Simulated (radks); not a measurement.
All-electron atom: Ag I in [Kr] 4d9.5 5s1 5p0.5 (fractional occupations, a model configuration). All-electron calculation, scalar-relativistic Kohn-Sham, r2SCAN, spin-polarised, spherical densities, finite nucleus; open shells are filled with parallel spins first (spin-orbit coupling, left out, can overturn this in heavy ions); meta-GGA in the generalised Kohn-Sham scheme; Fermi nuclear charge, rms radius 4.5454 fm. Program: a radial shooting solver on a logarithmic mesh with Libxc functionals.

Local quantities along the radius. ELF = 1/(1 + alpha^2) is the electron localisation function; alpha = (tau - tau_W)/tau_unif compares the Pauli kinetic energy density with that of the uniform gas (summed over spins); r v_xc is r times the local exchange-correlation potential of spin up (hartree bohr, multiplicative part alone); -r V(r) is the screened charge that the Kohn-Sham potential of spin up presents (atomic units); 4 pi r^2 rho is in e/bohr. tau is taken from the large components.

r (bohr),ELF,alpha,r v_xc,-r V(r),4 pi r^2 rho
0.002652,0.999,0.02464,-0.1652,46.44,6.665
0.003088,0.999,0.02581,-0.1833,46.34,8.512
0.003594,0.999,0.02736,-0.2037,46.23,10.80
0.004184,0.999,0.02939,-0.2266,46.10,13.59
0.004871,0.999,0.03205,-0.2522,45.94,16.95
0.005626,0.999,0.03534,-0.2788,45.77,20.69
0.006549,0.998,0.03991,-0.3096,45.56,25.24
0.007625,0.998,0.04607,-0.3431,45.32,30.37
0.008876,0.997,0.05448,-0.3790,45.05,35.94
0.01033,0.996,0.06626,-0.4172,44.73,41.74
0.01203,0.993,0.08316,-0.4573,44.36,47.44
0.014,0.988,0.1081,-0.4992,43.95,52.61
0.0163,0.979,0.1460,-0.5429,43.48,56.76
0.01898,0.960,0.2054,-0.5886,42.95,59.41
0.0221,0.917,0.3005,-0.6336,42.36,60.22
0.02572,0.830,0.4530,-0.6629,41.68,59.19
0.02995,0.678,0.6889,-0.6393,40.87,56.74
0.03486,0.494,1.012,-0.5739,39.92,53.85
0.04058,0.357,1.341,-0.5810,38.96,51.85
0.04725,0.312,1.486,-0.6727,37.97,52.15
0.055,0.360,1.334,-0.6985,36.80,55.60
0.06403,0.488,1.025,-0.8217,35.60,61.89
0.07454,0.636,0.7560,-0.9482,34.30,69.27
0.08678,0.735,0.6006,-1.023,32.83,74.88
0.101,0.762,0.5595,-1.062,31.24,75.93
0.1176,0.708,0.6429,-1.085,29.55,71.33
0.1358,0.565,0.8778,-1.032,27.81,63.27
0.1581,0.378,1.283,-0.9543,25.88,54.81
0.1841,0.301,1.522,-0.9543,23.93,50.75
0.2143,0.388,1.256,-1.089,22.04,52.84
0.2495,0.580,0.8507,-1.325,20.20,58.31
0.2904,0.726,0.6139,-1.442,18.27,61.24
0.3381,0.774,0.5411,-1.425,16.30,56.88
0.3936,0.721,0.6213,-1.395,14.47,45.29
0.4582,0.510,0.9800,-1.143,12.57,31.27
0.5335,0.233,1.812,-0.9713,10.83,20.79
0.621,0.191,2.055,-1.039,9.364,16.71
0.723,0.424,1.166,-1.231,8.030,17.36
0.8417,0.689,0.6726,-1.402,6.741,18.79
0.9798,0.760,0.5627,-1.407,5.436,18.07
1.141,0.725,0.6163,-1.383,4.324,14.97
1.328,0.621,0.7814,-1.294,3.389,10.87
1.546,0.471,1.059,-1.145,2.616,7.150
1.8,0.330,1.425,-1.024,2.046,4.441
2.095,0.244,1.761,-0.9391,1.639,2.713
2.439,0.219,1.887,-0.9203,1.391,1.677
2.839,0.248,1.742,-0.9455,1.252,1.058
3.279,0.309,1.497,-0.9087,1.105,0.6890
3.818,0.365,1.319,-0.7980,0.9146,0.4297
4.444,0.359,1.337,-0.6418,0.7069,0.2556
5.174,0.264,1.669,-0.3726,0.4066,0.1420
6.023,0.139,2.490,-0.3116,0.3280,0.07312
7.012,0.063,3.861,-0.3267,0.3340,0.03491
8.163,0.028,5.934,-0.2857,0.2886,0.01526
9.503,0.011,9.476,-0.2244,0.2253,0.005918
11.06,0.004,16.72,-0.1606,0.1609,0.001960
12.88,0.001,34.23,-0.1031,0.1032,0.0005342
14.99,0.000,83.47,-0.05814,0.05815,0.0001157

On this mesh the ELF has minima near r = 0.047, 0.18, 0.62, 2.4 bohr, which separate the shells, and maxima near 0.10 (0.76), 0.34 (0.77), 0.98 (0.76), 3.8 (0.36).
